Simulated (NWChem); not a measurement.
System: TiN2H6; SMILES [NH2][TiH2][NH2]

Here is an NWChem input.

```
start job
memory heap 200 mb stack 900 mb global 1100 mb
geometry units angstroms noautosym
  Ti     0.000054     0.006236    -0.300573
  N      1.593745    -0.011186     0.659539
  H      1.753429    -0.315168     1.663473
  H      2.487097     0.253789     0.163551
  N     -1.593704     0.015873     0.659552
  H     -2.482559     0.295037     0.163266
  H     -1.758456    -0.284818     1.663649
  H     -0.012654    -1.484659    -1.186385
  H      0.010032     1.186391    -1.588563
end
basis spherical
  * library 6-31g*
end
dft
  xc b3lyp
  grid fine
  iterations 150
end
driver
  maxiter 120
  tight
end
task dft optimize
task dft freq
```

Output (shortened):

```
             Northwest Computational Chemistry Package (NWChem) 7.3.0
             --------------------------------------------------------

                             Geometry "geometry" -> ""
                             -------------------------

 Output coordinates in angstroms (scale by  1.889725989 to convert to a.u.)

  No.       Tag          Charge          X              Y              Z
 ---- ---------------- ---------- -------------- -------------- --------------
    1 Ti                  22.0000     0.00009295     0.01050807    -0.38390686
    2 N                    7.0000     1.59378395    -0.00691393     0.57620514
    3 H                    1.0000     1.75346795    -0.31089593     1.58013914
    4 H                    1.0000     2.48713595     0.25806107     0.08021714
    5 N                    7.0000    -1.59366505     0.02014507     0.57621814
    6 H                    1.0000    -2.48252005     0.29930907     0.07993214
    7 H                    1.0000    -1.75841705    -0.28054593     1.58031514
    8 H                    1.0000    -0.01261505    -1.48038693    -1.26971886
    9 H                    1.0000     0.01007095     1.19066307    -1.67189686

 Effective nuclear repulsion energy (a.u.)     152.5221370402

                                Z-matrix (autoz)
                                --------

 Units are Angstrom for bonds and degrees for angles

      Type          Name      I     J     K     L     M      Value
      ----------- --------  ----- ----- ----- ----- ----- ----------
    1 Stretch                  1     2                       1.86064
    2 Stretch                  1     5                       1.86064
    3 Stretch                  1     8                       1.73424
    4 Stretch                  1     9                       1.74694
    5 Stretch                  2     3                       1.06103
    6 Stretch                  2     4                       1.05560
    7 Stretch                  5     6                       1.05560
    8 Stretch                  5     7                       1.06102
    9 Bend                     1     2     3               128.30399
   10 Bend                     1     2     4               118.69017
   11 Bend                     1     5     6               118.68692
   12 Bend                     1     5     7               128.30654
   13 Bend                     2     1     5               117.86878
   14 Bend                     2     1     8               105.17657
   15 Bend                     2     1     9               112.45030
   16 Bend                     3     2     4               112.90022
   17 Bend                     5     1     8               105.17371
   18 Bend                     5     1     9               112.44805
   19 Bend                     6     5     7               112.89973
   20 Bend                     8     1     9               101.78366
   21 Torsion                  2     1     5     6         163.07450
   22 Torsion                  2     1     5     7         -20.97285
   23 Torsion                  3     2     1     5          21.01151
   24 Torsion                  3     2     1     8         -95.74622
   25 Torsion                  3     2     1     9         154.31413
   26 Torsion                  4     2     1     5        -163.01302
   27 Torsion                  4     2     1     8          80.22926
   28 Torsion                  4     2     1     9         -29.71040
   29 Torsion                  6     5     1     8         -80.16624
   30 Torsion                  6     5     1     9          29.77089
   31 Torsion                  7     5     1     8          95.78642
   32 Torsion                  7     5     1     9        -154.27645

                           NWChem Geometry Optimization
                           ----------------------------

 maximum gradient threshold         (gmax) =   0.000015
 rms gradient threshold             (grms) =   0.000010
 maximum cartesian step threshold   (xmax) =   0.000060
 rms cartesian step threshold       (xrms) =   0.000040
 fixed trust radius                (trust) =   0.300000
 source of zmatrix                         =   autoz

          -------------------
          Energy Minimization
          -------------------

 Using diagonal initial Hessian
 Scaling for Hessian diagonals: bonds = 1.00  angles = 0.25  torsions = 0.10

          --------
          Step   0

                                 NWChem DFT Module
                                 -----------------

 Summary of "ao basis" -> "ao basis" (spherical)
 ------------------------------------------------------------------------------
       Tag                 Description            Shells   Functions and Types
 ---------------- ------------------------------  ------  ---------------------
 Ti                          6-31g*                 12       34   5s4p2d1f
 N                           6-31g*                  6       14   3s2p1d
 H                           6-31g*                  2        2   2s

            General Information
            -------------------
          SCF calculation type: DFT
          Wavefunction type:  closed shell.
          No. of atoms     :     9
          No. of electrons :    42
           Alpha electrons :    21
            Beta electrons :    21
          Charge           :     0
          Spin multiplicity:     1
          Use of symmetry is: off; symmetry adaption is: off
          Maximum number of iterations: 150
          AO basis - number of functions:    74
                     number of shells:    36
          Convergence on energy requested:  1.00D-06
          Convergence on density requested:  1.00D-05
          Convergence on gradient requested:  5.00D-04

[...]

      ----------------------
      Optimization converged
      ----------------------

  Step       Energy      Delta E   Gmax     Grms     Xrms     Xmax
  ---- ---------------- -------- -------- -------- -------- --------
@   39    -962.53395468  1.7D-09  0.00000  0.00000  0.00001  0.00002
                                     ok       ok       ok       ok

                                Z-matrix (autoz)
                                --------

 Units are Angstrom for bonds and degrees for angles

[...]

 Rotational Constants
 --------------------
 A=   0.574871 cm-1  (  0.827093 K)
 B=   0.181238 cm-1  (  0.260755 K)
 C=   0.146696 cm-1  (  0.211058 K)

 Temperature                      =   298.15K
 frequency scaling parameter      =   1.0000

 Zero-Point correction to Energy  =   37.568 kcal/mol  (  0.059868 au)
 Thermal correction to Energy     =   42.108 kcal/mol  (  0.067103 au)
 Thermal correction to Enthalpy   =   42.700 kcal/mol  (  0.068046 au)

 Total Entropy                    =   79.668 cal/mol-K
   - Translational                =   39.035 cal/mol-K (mol. weight =  80.0011)
   - Rotational                   =   24.161 cal/mol-K (symmetry #  =        1)
   - Vibrational                  =   16.472 cal/mol-K

 Cv (constant volume heat capacity) =   24.013 cal/mol-K
   - Translational                  =    2.979 cal/mol-K
   - Rotational                     =    2.979 cal/mol-K
   - Vibrational                    =   18.054 cal/mol-K

[normal modes left out]

 ----------------------------------------------------------------------------
 Normal Eigenvalue ||           Projected Infra Red Intensities
  Mode   [cm**-1]  || [atomic units] [(debye/angs)**2] [(KM/mol)] [arbitrary]
 ------ ---------- || -------------- ----------------- ---------- -----------
    1       -0.000 ||    0.006390           0.147         6.229       0.867
    2       -0.000 ||    0.003515           0.081         3.427       0.477
    3       -0.000 ||    0.005165           0.119         5.035       0.700
    4        0.000 ||    0.000006           0.000         0.006       0.001
    5        0.000 ||    0.001461           0.034         1.425       0.198
    6        0.000 ||    0.002376           0.055         2.317       0.322
    7       94.072 ||    0.000396           0.009         0.386       0.054
    8      108.236 ||    0.012269           0.283        11.960       1.664
    9      166.777 ||    0.003080           0.071         3.003       0.418
   10      261.909 ||    0.006006           0.139         5.855       0.814
   11      384.927 ||    0.000178           0.004         0.173       0.024
   12      409.974 ||    0.000489           0.011         0.476       0.066
   13      462.655 ||    0.456983          10.543       445.489      61.970
   14      499.251 ||    0.031181           0.719        30.396       4.228
   15      544.137 ||    0.086894           2.005        84.709      11.783
   16      546.049 ||    0.002485           0.057         2.423       0.337
   17      564.718 ||    0.016570           0.382        16.153       2.247
   18      728.968 ||    0.124902           2.882       121.761      16.938
   19      816.673 ||    0.298804           6.894       291.289      40.520
   20     1558.064 ||    0.087300           2.014        85.104      11.838
   21     1564.107 ||    0.006972           0.161         6.797       0.945
   22     1667.877 ||    0.387698           8.944       377.947      52.574
   23     1707.304 ||    0.282496           6.517       275.391      38.308
   24     3496.973 ||    0.102950           2.375       100.361      13.961
   25     3499.497 ||    0.017637           0.407        17.193       2.392
   26     3604.494 ||    0.000873           0.020         0.851       0.118
   27     3605.011 ||    0.045984           1.061        44.827       6.236
 ----------------------------------------------------------------------------
```

Level: B3LYP/6-31G* (spherical d).
